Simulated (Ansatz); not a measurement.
# Counterpoise correction, worked out

The pair of Li⁺ (SMILES [Li+], atom 1) and CO (SMILES [C-]#[O+], atoms 2–3), both closed shells, in one local arrangement (a lower one may exist), relaxed at PBE0-D4/def2-TZVP:

```
atom    x (Å)    y (Å)    z (Å)
 Li1  -0.0242  -0.0885  -1.6728
  C2   0.0204   0.0747   1.4032
  O3   0.0038   0.0137   0.2695
```

Computed with Ansatz 0.2.0 (basis: def2-TZVPPD); correlated methods freeze the cores. The outer core shell of Li, Na, Mg and K is correlated.

MP2 total energies in eV:

| system | geometry | basis functions | energy |
| --- | --- | --- | --- |
| pair | pair | all | -3276.85727 |
| Li⁺ | as in the pair | all (partner as ghosts) | -197.73118 |
| CO | as in the pair | all (partner as ghosts) | -3078.71043 |
| Li⁺ | as in the pair | its own | -197.72650 |
| CO | as in the pair | its own | -3078.70376 |
| Li⁺ | free (PBE0-D4 minimum) | its own | -197.72650 |
| CO | free (PBE0-D4 minimum) | its own | -3078.69224 |

(1) Work out the interaction energy with and without the counterpoise correction, the superposition error, and the binding energy from the relaxed fragments.

The T1 diagnostic stays at or below 0.019.

## Answers

(1) Without correction: -3276.85727 − (-197.72650) − (-3078.70376) = -0.42701 eV.
With correction (each fragment in the whole basis): -3276.85727 − (-197.73118) − (-3078.71043) = -0.41566 eV = -9.59 kcal/mol.
The superposition error is the difference, 0.01135 eV, 3 % of the uncorrected value: each fragment borrows its partner's functions.
Deformation from the free shapes: 0.00000 eV for Li⁺ and -0.01152 eV for CO (a small negative value is possible, since the free shapes are minima of another method).
Binding energy from relaxed fragments: -0.41566 + 0.00000 + (-0.01152) = -0.42718 eV = -9.85 kcal/mol (electronic, without zero-point energy; negative means bound). For comparison, the corrected interaction energy by CCSD(T) at an estimated basis limit (MP2 extrapolated from triple and quadruple zeta, plus CCSD(T) − MP2 in triple zeta) is -0.519 eV.

For scale, one of the runs: CCSD(T)/def2-TZVPPD, 99 basis functions, launched by `ansatz run in.yaml --threads 2 --pin off --events-out ev --progress --plain --max-ram 5222MiB`. The run took about 1.2 s on 2 CPU threads (shared host).
